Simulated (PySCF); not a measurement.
B3LYP has the VWN-RPA correlation part, as in Gaussian. 

```xyz
28

B     -4.6257    -0.4427    -0.4694
C     -3.1021    -0.2969    -0.3151
C     -2.5093     0.9696    -0.1201
C     -1.1247     1.1302     0.0236
C     -0.5130     2.4181     0.2228
C      0.8368     2.5471     0.3601
C      1.7063     1.4011     0.3113
C      3.1007     1.5089     0.4502
C      3.9118     0.3743     0.3976
C      3.3552    -0.8911     0.2057
C      1.9662    -1.0496     0.0617
C      1.3548    -2.3373    -0.1376
C      0.0050    -2.4667    -0.2749
C     -0.8648    -1.3206    -0.2262
C     -2.2553    -1.4256    -0.3643
C     -0.2849    -0.0272    -0.0292
C      1.1276     0.1079     0.1144
H     -5.3390     0.5309    -0.4252
H     -5.1202    -1.5320    -0.6360
H     -3.1493     1.8553    -0.0795
H     -1.1609     3.2973     0.2619
H      1.2865     3.5316     0.5109
H      3.5454     2.4956     0.6008
H      4.9939     0.4779     0.5076
H      3.9982    -1.7738     0.1658
H      2.0022    -3.2169    -0.1768
H     -0.4452    -3.4510    -0.4256
H     -2.6964    -2.4147    -0.5148
```

Charge 0, multiplicity 1.

Problem. Give the Mulliken and meta-Löwdin atomic charges from PySCF with B3LYP-D3(BJ)/def2-SVP.

Solution. 
| atom | Mulliken (e) | meta-Löwdin (e) |
|---|---|---|
| B1 | -0.02 | -0.01 |
| C2 | 0.16 | -0.09 |
| C3 | -0.10 | -0.07 |
| C4 | 0.08 | 0.00 |
| C5 | -0.01 | -0.10 |
| C6 | -0.01 | -0.10 |
| C7 | 0.07 | 0.01 |
| C8 | -0.04 | -0.11 |
| C9 | 0.05 | -0.09 |
| C10 | -0.04 | -0.11 |
| C11 | 0.07 | 0.01 |
| C12 | -0.01 | -0.10 |
| C13 | -0.01 | -0.10 |
| C14 | 0.08 | 0.00 |
| C15 | -0.10 | -0.07 |
| C16 | 0.08 | 0.02 |
| C17 | 0.07 | 0.00 |
| H18 | -0.05 | -0.01 |
| H19 | -0.05 | -0.01 |
| H20 | -0.03 | 0.10 |
| H21 | -0.03 | 0.10 |
| H22 | -0.03 | 0.10 |
| H23 | -0.03 | 0.10 |
| H24 | -0.01 | 0.10 |
| H25 | -0.03 | 0.10 |
| H26 | -0.03 | 0.10 |
| H27 | -0.03 | 0.10 |
| H28 | -0.03 | 0.10 |
